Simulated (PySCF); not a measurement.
NTi, SMILES [N]#[Ti] (connectivity only; charge and spin as stated), neutral, multiplicity 2. Geometry: PBE0-D3(BJ)/def2-TZVPD. The multiplicity is an assumed one; other spin states were not compared.

Method: PySCF with PBE0-D3(BJ)/def2-TZVPD.

Harmonic wavenumbers (cm⁻¹): 1179. Rotational constants (GHz): 19.61 (linear); symmetry number 1.

Q: Work out the zero-point energy and the ideal-gas rigid-rotor harmonic-oscillator thermochemistry at 298.15 K and 1 atm.

A: ZPE = ½ Σ hcν = ½ × 1179 cm⁻¹ = 1.69 kcal/mol. H − E(el) = 3.77 kcal/mol. Entropy in cal/(mol K): translation 38.29, rotation 13.43, vibration 0.05, spin 1.38, total 53.14. G − E(el) = -12.07 kcal/mol. Cp = 7.17 cal/(mol K).
